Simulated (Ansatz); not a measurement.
Reaction (formal exchange of groups at the Si–Br bond): `N[Si](O)(Cl)Br` + `[SbH3]` → `N[Si](O)(Cl)[SbH2]` + HBr

Isolated molecules relaxed with PBE0-D4/def2-TZVP in Ansatz; ΔE leaves out vibrations. CCSD(T)/CBS is the MP2 limit (def2-TZVPP, def2-QZVPP) plus CCSD(T) − MP2 in def2-TZVPP, frozen cores. Functionals use def2-TZVPP. def2 core potentials past Kr. For Br, Sb outer-core shells are correlated without core-valence functions, which leaves a few kJ/mol of doubt a bond. Scalar relativity is left out up to krypton. Each species was taken in one conformer, which may not be the lowest.

```
             level  ΔE (kJ/mol)  difference from CCSD(T)/CBS
       LDA (SPW92)         60.5                         -3.4
            PBE-D4         56.8                         -7.1
         revPBE-D4         58.5                         -5.4
           BLYP-D4         58.9                         -5.0
         r2SCAN-D4         68.4                          4.5
           PBE0-D4         62.5                         -1.4
        r2SCANh-D4         69.2                          5.3
        r2SCAN0-D4         70.5                          6.6
      CAM-B3LYP-D4         68.4                          4.5
            revPBE         59.3                         -4.6
           r2SCAN0         71.6                          7.7
             BHLYP         74.5                         10.6
     HF/def2-TZVPP         84.3                         20.4
SCS-MP2/def2-TZVPP         69.4                          5.5
CCSD(T)/def2-TZVPP         67.4                          3.5
    MP2/def2-QZVPP         65.0                          1.1
       CCSD(T)/CBS         63.9                            0
```

What do rigid-rotor, harmonic-oscillator terms from PBE0-D4/def2-TZVP frequencies (298.15 K, 1 bar) make of the CCSD(T)/CBS value? (Best estimate.)

Ansatz gave: ΔZPE = -1.1 kJ/mol, ΔH = +65.1 kJ/mol, ΔS = 1 J/(mol·K), ΔG = +64.8 kJ/mol.

Largest T1 diagnostic among the species: 0.014.

From BLYP to BHLYP (50 % exact exchange), in def2-TZVPP and without D4, ΔE moves by +12.2 kJ/mol. In def2-TZVPP, CCSD(T) changes the Hartree–Fock value by −16.9 kJ/mol (the triples alone add −2.4 kJ/mol) and MP2 by −17.1 kJ/mol. At CCSD(T), def2-SVP lies +3.7 kJ/mol from the extrapolated value and def2-TZVPP +3.5 kJ/mol.
